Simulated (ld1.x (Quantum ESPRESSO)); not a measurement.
## Scattering properties, ultrasoft potential for Ni (Z = 28)

Ni (Z = 28), ultrasoft, made with ld1.x (Quantum ESPRESSO) 7.5 (PBEsol, scalar-relativistic). Core [Ne], reference 3s2 3p6 3d8 4s1.75 4p0.25. Waves: 3s (bound): rcut 1.00, rcutus 1.10 bohr; 4s (bound): rcut 1.00, rcutus 1.10 bohr; 3p (bound): rcut 1.30, rcutus 1.65 bohr; 4p (bound): rcut 1.30, rcutus 1.65 bohr; 3d (bound): rcut 1.40, rcutus 1.65 bohr; 3d channel at 0.15 Ry: rcut 1.40, rcutus 1.65 bohr; 4f channel at 0.4 Ry: rcut 1.75, rcutus 1.85 bohr. Local part: all-electron potential smoothed inside 0.90 bohr (lloc = -1). Core correction: Bessel-smoothed model core, default radius (core density twice the valence density). Augmentation charge: PSQ, radius 1.05 bohr.

The phase is arctan(r·u′/u) with u = r·R(r), unwrapped; energies in Ry, scanned from -10 to 5 Ry. A pole is an energy at which the radial function vanishes at the test radius. The pseudo phase is shifted by a multiple of π to meet the all-electron one at the reference energy, and phase errors are pseudo minus all-electron; the curves can meet again beyond the range given. Levels narrower than the energy grid can be missing from the lists of poles.

| channel | radius (bohr) | reference energy (Ry) | poles, all-electron | poles, pseudo | unbroken range about the reference energy with phases within 0.05 rad | phase error 1 Ry above the reference energy (rad) |
| --- | --- | --- | --- | --- | --- | --- |
| s | 2.01 | -0.44 | -8.15, 3.92 | -8.15, 3.93 | the whole range | +0.000 |
| p | 2.01 | -0.11 | -5.21 | -5.21, -2.48, 3.32 | -1.7 to 0.6 | -0.141 |
| d | 2.01 | -0.69 | -0.39 | -0.39 | below 3.0 | +0.000 |
| f | 2.01 | 0.40 | none | none | the whole range | +0.000 |

The ghost test of this file was not conclusive. Its overlap operator is not positive definite in a basis up to 400 Ry (lowest eigenvalue p -2.32, f -9.11), so the file is unfit for use: the generalised eigenproblem breaks down once the basis is large enough, and its test numbers describe a broken file.

Phases in the f channel:

```json
{"E (Ry)": "-10.00", "all-electron": "1.428", "pseudo": "1.428"}
{"E (Ry)": "-9.76", "all-electron": "1.426", "pseudo": "1.427"}
{"E (Ry)": "-9.52", "all-electron": "1.425", "pseudo": "1.425"}
{"E (Ry)": "-9.28", "all-electron": "1.423", "pseudo": "1.424"}
{"E (Ry)": "-9.04", "all-electron": "1.422", "pseudo": "1.422"}
{"E (Ry)": "-8.80", "all-electron": "1.420", "pseudo": "1.421"}
{"E (Ry)": "-8.56", "all-electron": "1.419", "pseudo": "1.419"}
{"E (Ry)": "-8.32", "all-electron": "1.417", "pseudo": "1.417"}
{"E (Ry)": "-8.08", "all-electron": "1.415", "pseudo": "1.415"}
{"E (Ry)": "-7.84", "all-electron": "1.413", "pseudo": "1.414"}
{"E (Ry)": "-7.60", "all-electron": "1.411", "pseudo": "1.412"}
{"E (Ry)": "-7.36", "all-electron": "1.409", "pseudo": "1.410"}
{"E (Ry)": "-7.12", "all-electron": "1.407", "pseudo": "1.408"}
{"E (Ry)": "-6.88", "all-electron": "1.405", "pseudo": "1.406"}
{"E (Ry)": "-6.64", "all-electron": "1.403", "pseudo": "1.403"}
{"E (Ry)": "-6.40", "all-electron": "1.401", "pseudo": "1.401"}
{"E (Ry)": "-6.16", "all-electron": "1.398", "pseudo": "1.399"}
{"E (Ry)": "-5.92", "all-electron": "1.396", "pseudo": "1.396"}
{"E (Ry)": "-5.68", "all-electron": "1.393", "pseudo": "1.394"}
{"E (Ry)": "-5.44", "all-electron": "1.390", "pseudo": "1.391"}
{"E (Ry)": "-5.20", "all-electron": "1.388", "pseudo": "1.388"}
{"E (Ry)": "-4.96", "all-electron": "1.385", "pseudo": "1.385"}
{"E (Ry)": "-4.72", "all-electron": "1.381", "pseudo": "1.382"}
{"E (Ry)": "-4.48", "all-electron": "1.378", "pseudo": "1.379"}
{"E (Ry)": "-4.24", "all-electron": "1.375", "pseudo": "1.375"}
{"E (Ry)": "-4.00", "all-electron": "1.371", "pseudo": "1.372"}
{"E (Ry)": "-3.76", "all-electron": "1.367", "pseudo": "1.368"}
{"E (Ry)": "-3.52", "all-electron": "1.363", "pseudo": "1.364"}
{"E (Ry)": "-3.28", "all-electron": "1.359", "pseudo": "1.359"}
{"E (Ry)": "-3.04", "all-electron": "1.355", "pseudo": "1.355"}
{"E (Ry)": "-2.80", "all-electron": "1.350", "pseudo": "1.350"}
{"E (Ry)": "-2.56", "all-electron": "1.345", "pseudo": "1.345"}
{"E (Ry)": "-2.32", "all-electron": "1.339", "pseudo": "1.339"}
{"E (Ry)": "-2.08", "all-electron": "1.333", "pseudo": "1.333"}
{"E (Ry)": "-1.84", "all-electron": "1.327", "pseudo": "1.327"}
{"E (Ry)": "-1.60", "all-electron": "1.320", "pseudo": "1.320"}
{"E (Ry)": "-1.36", "all-electron": "1.312", "pseudo": "1.313"}
{"E (Ry)": "-1.12", "all-electron": "1.304", "pseudo": "1.304"}
{"E (Ry)": "-0.88", "all-electron": "1.296", "pseudo": "1.296"}
{"E (Ry)": "-0.64", "all-electron": "1.286", "pseudo": "1.286"}
{"E (Ry)": "-0.40", "all-electron": "1.275", "pseudo": "1.275"}
{"E (Ry)": "-0.16", "all-electron": "1.264", "pseudo": "1.264"}
{"E (Ry)": "0.08", "all-electron": "1.250", "pseudo": "1.250"}
{"E (Ry)": "0.32", "all-electron": "1.236", "pseudo": "1.236"}
{"E (Ry)": "0.56", "all-electron": "1.219", "pseudo": "1.219"}
{"E (Ry)": "0.80", "all-electron": "1.200", "pseudo": "1.200"}
{"E (Ry)": "1.04", "all-electron": "1.178", "pseudo": "1.178"}
{"E (Ry)": "1.28", "all-electron": "1.152", "pseudo": "1.152"}
{"E (Ry)": "1.52", "all-electron": "1.122", "pseudo": "1.122"}
{"E (Ry)": "1.76", "all-electron": "1.085", "pseudo": "1.086"}
{"E (Ry)": "2.00", "all-electron": "1.040", "pseudo": "1.042"}
{"E (Ry)": "2.24", "all-electron": "0.985", "pseudo": "0.987"}
{"E (Ry)": "2.48", "all-electron": "0.914", "pseudo": "0.918"}
{"E (Ry)": "2.72", "all-electron": "0.822", "pseudo": "0.829"}
{"E (Ry)": "2.96", "all-electron": "0.700", "pseudo": "0.710"}
{"E (Ry)": "3.20", "all-electron": "0.533", "pseudo": "0.550"}
{"E (Ry)": "3.44", "all-electron": "0.310", "pseudo": "0.337"}
{"E (Ry)": "3.68", "all-electron": "0.029", "pseudo": "0.068"}
{"E (Ry)": "3.92", "all-electron": "-0.281", "pseudo": "-0.234"}
{"E (Ry)": "4.16", "all-electron": "-0.566", "pseudo": "-0.519"}
{"E (Ry)": "4.40", "all-electron": "-0.795", "pseudo": "-0.753"}
{"E (Ry)": "4.64", "all-electron": "-0.966", "pseudo": "-0.930"}
{"E (Ry)": "4.88", "all-electron": "-1.093", "pseudo": "-1.063"}
```
